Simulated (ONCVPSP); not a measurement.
# Rb (Z = 37), ONCV: configuration errors across variants

```json
{
 "Element": "rubidium",
 "Generator": "ONCVPSP 4.0.1",
 "Type": "optimised norm-conserving Vanderbilt (ONCV)",
 "Functional": "PBE",
 "Relativity": "fully relativistic",
 "Frozen core": "[Ar] 3d10",
 "Valence charge": "9",
 "Reference configuration": "4s2 4p6 5s1",
 "Partial waves": "4s+5s: rc 2.70 bohr, ncon 4, nbas 7, qcut 5.3 1/bohr, 2 projectors; 4p: rc 1.90 bohr, ncon 5, nbas 8, qcut 5.8 1/bohr, 2 projectors, debl 1.4 Ha; d scattering state at 0.13 Ha: rc 2.35 bohr, ncon 4, nbas 7, qcut 3.7 1/bohr, 2 projectors, debl 3.9 Ha",
 "Local potential": "polynomial inside 1.85 bohr (lpopt 2, dvloc0 0 Ha)",
 "Core correction": "polynomial model core, fcfact 0.5"
}
```

Open shells are filled in proportion to 2j + 1.

All-electron excitation energies from the reference (eV): (1) 4s2 4p6 5s0 4.153; (2) 4s2 4p6 5s0.5 1.578; (3) 4s2 4p6 5s0 5p1 1.519; (4) 4s1 4p6 5s1 37.727.

1 further variants failed, have other tests or too few solved ones, and are left out.

A true bound ghost makes a file unfit for plane-wave use even where its test errors are small: the radial tests pick states by their node count and pass the ghost by.

Errors AE − PS in meV (a dash: test not solved or not reliable):

```json
{"change": "base", "(1)": "-0.3", "(2)": "0.0", "(3)": "-0.2", "(4)": "-235", "bound ghosts": "none", "GHOST(+) flags above zero": "none"}
{"change": "s: qcut 3.3", "(1)": "-0.5", "(2)": "-0.1", "(3)": "-0.4", "(4)": "-362", "bound ghosts": "none", "GHOST(+) flags above zero": "s"}
{"change": "s: qcut 5.4", "(1)": "-0.3", "(2)": "0.0", "(3)": "-0.2", "(4)": "-230", "bound ghosts": "none", "GHOST(+) flags above zero": "none"}
{"change": "s: qcut 5.8", "(1)": "-0.3", "(2)": "0.0", "(3)": "-0.2", "(4)": "-198", "bound ghosts": "none", "GHOST(+) flags above zero": "none"}
{"change": "s: qcut 7.1", "(1)": "-0.2", "(2)": "0.0", "(3)": "-0.1", "(4)": "-118", "bound ghosts": "none", "GHOST(+) flags above zero": "none"}
```

Q: Give the same row for: s: qcut 4.3.

A: -1.4, -0.8, -0.7, -356; bound ghosts: s; GHOST(+) flags above zero: none.
